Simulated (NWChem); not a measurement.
Species: ZnH2O; SMILES [OH][ZnH]

```xyz
4

Zn    -0.2312     0.2695     0.0000
H     -0.3525     1.7845     0.0000
O     -0.2350    -1.5135     0.0000
H      0.6570    -1.9052     0.0000
```
Atoms are numbered in this order, from 1.

Level: PBE-D3(BJ)/def2-SVP (NWChem), optimised geometry, unscaled harmonic frequencies. 

```
frequency (cm⁻¹)  IR intensity (km/mol)
----------------  ---------------------
446                                66.0
459                                52.2
658                                87.6
731                                42.8
1888                               81.9
3740                               26.5
```

```json
{
  "zero_point_energy": "11.3 kcal/mol",
  "thermal correction to the enthalpy at 298.15 K (with zero-point energy)": "14.2 kcal/mol",
  "heat capacity Cv": "10.4 cal/(mol K)",
  "entropy at 298.15 K and 1 atm (symmetry number 1)": "60.3 cal/(mol K)",
  "dipole_moment": "1.51 D"
}
```

Rigid rotor and harmonic oscillator.
